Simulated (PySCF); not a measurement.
B(H)3(SMe2) (C₂H₉BS), SMILES [BH3]<-S(C)C (connectivity only; charge and spin as stated), neutral, multiplicity 1. Geometry: PBE0-D3(BJ)/def2-SVP. The isomer is the one that the SMILES or the coordinates give; other isomers of the formula were not compared. The values are those of a single conformer.

Method: PBE0-D3(BJ)/def2-SVP (PySCF).

Harmonic wavenumbers (cm⁻¹): 168, 195, 202, 218, 233, 280, 512, 719, 755, 781, 798, 917, 976, 1001, 1047, 1085, 1128, 1128, 1317, 1342, 1428, 1435, 1439, 1446, 2431, 2534, 2545, 3069, 3070, 3192, 3195, 3203, 3204. Rotational constants (GHz): 6.066, 5.683, 3.673; symmetry number 1.

Q: Work out the zero-point energy and the ideal-gas rigid-rotor harmonic-oscillator thermochemistry at 298.15 K and 1 atm.

A: ZPE = ½ Σ hcν = ½ × 46991 cm⁻¹ = 281.07 kJ/mol. H − E(el) = 301.69 kJ/mol. Entropy in J/(mol K): translation 162.75, rotation 106.04, vibration 60.26, total 329.05. G − E(el) = 203.59 kJ/mol. Cp = 108.58 J/(mol K).
